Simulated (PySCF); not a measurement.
Highest occupied level (eV) of eight silicon and germanium compounds: PBE beside CAM-B3LYP, computed with PySCF for isolated molecules in the bases named; differences from unrounded values. The eight are the first of their class met in an unordered collection, after screening for sound electronic states; none was chosen by its value. Each molecule has one DFT geometry for both levels.

| molecule | basis | CAM-B3LYP | PBE | difference |
|---|---|---|---|---|
| C3H12OSi2, SMILES C[SiH](C)C[SiH2]O | def2-TZVP | -9.42 | -6.68 | 2.75 |
| ethoxymethyl(methyl)silane (C₄H₁₂OSi), SMILES CCOC[SiH2]C | def2-TZVP | -8.27 | -5.41 | 2.86 |
| C2H5F2NSi, SMILES F[SiH](/N=C/C)F | def2-TZVP | -9.12 | -6.23 | 2.89 |
| C2H5NOSi, SMILES C#C[Si@H](N)O | def2-TZVP | -9.10 | -6.21 | 2.89 |
| silacyclobutane (C3H8Si), SMILES C1CC[SiH2]1 | def2-TZVP | -9.19 | -6.61 | 2.59 |
| CH7NSi3, SMILES [SiH3][Si@H]1N=C[SiH2]1 | def2-TZVP | -8.12 | -5.50 | 2.62 |
| C2H4GeN2, SMILES N(/C#N)=[CH]/[GeH3] | def2-TZVP | -9.32 | -6.66 | 2.66 |
| C3H10Si3, SMILES C=C1[SiH2][SiH2][C@H]1[SiH3] | def2-TZVP | -8.45 | -6.17 | 2.28 |

PBE lies below CAM-B3LYP in 0 and above it in 8 of the eight; the mean signed difference is 2.69 and the largest 2.89 eV.
